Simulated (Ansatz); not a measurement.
Wavefunction ladder for `N[SiH2]S[SiH2]N`

Z-matrix (Å, degrees):
```
Si
S 1 2.159
N 1 1.709 2 117.5
H 1 1.483 2 106.6 3 -121.8
H 1 1.482 2 104.6 3 119.2
Si 2 2.124 1 96.2 3 79.7
H 3 1.009 1 116.7 2 -63.2
H 3 1.008 1 119.4 2 75.5
N 6 1.727 2 110.0 1 -51.7
H 6 1.488 2 104.6 1 -176.2
H 6 1.484 2 112.5 1 65.0
H 9 1.009 6 118.7 2 -67.3
H 9 1.009 6 117.7 2 154.8
```

Charge 0, multiplicity 1. The structure was optimised at the PBE0-D4/def2-TZVP level. It is one conformer, not always the lowest. Frozen core, restricted reference, Ansatz. CBS rows extrapolate triple and quadruple zeta; past MP2 they add the triple-zeta difference.

```json
{"basis": "def2-TZVPP", "HF (Eh)": "?", "MP2 corr.": "?", "CCSD corr.": "?", "(T)": "-0.03724", "CCSD(T) total": "?"}
{"basis": "def2-QZVPP", "HF (Eh)": "-1089.19813", "MP2 corr.": "-0.92538", "CCSD corr.": "–", "(T)": "–", "CCSD(T) total": "–"}
{"basis": "CBS(def2)", "HF (Eh)": "-1089.20299", "MP2 corr.": "?", "CCSD corr.": "-1.03317", "(T)": "as TZ", "CCSD(T) total": "?"}
```

Task: Fill in the withheld values. (Best estimate.)

Result: Ansatz gave: def2-TZVPP HF (Eh): -1089.16288; def2-TZVPP MP2 corr.: -0.85862; def2-TZVPP CCSD corr.: -0.91696; def2-TZVPP CCSD(T) total: -1090.11708; CBS(def2) MP2 corr.: -0.97483; CBS(def2) CCSD(T) total: -1090.27340.
